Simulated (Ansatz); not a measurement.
Problem. Name a neutral molecule of C, Ge, O, Si and H with HOMO energy (PBE/def2-TZVPP) between -6.15 and -5.85 eV and HOMO energy (PBE0/def2-TZVPP) between -7.30 and -7.00 eV (Ansatz, PBE0-D4/def2-TZVP geometry).

Solution. `[SiH3][CH]1[O][GeH2]1` (-6.01 eV, -7.22 eV); `[SiH3][GeH]1[CH2][O]1` (-5.93 eV, -7.01 eV); `[OH][GeH]1[CH2]O[SiH2]1` (-6.07 eV, -7.25 eV). Other molecules can fit too; these were computed, each in one conformer that needn't be the lowest.
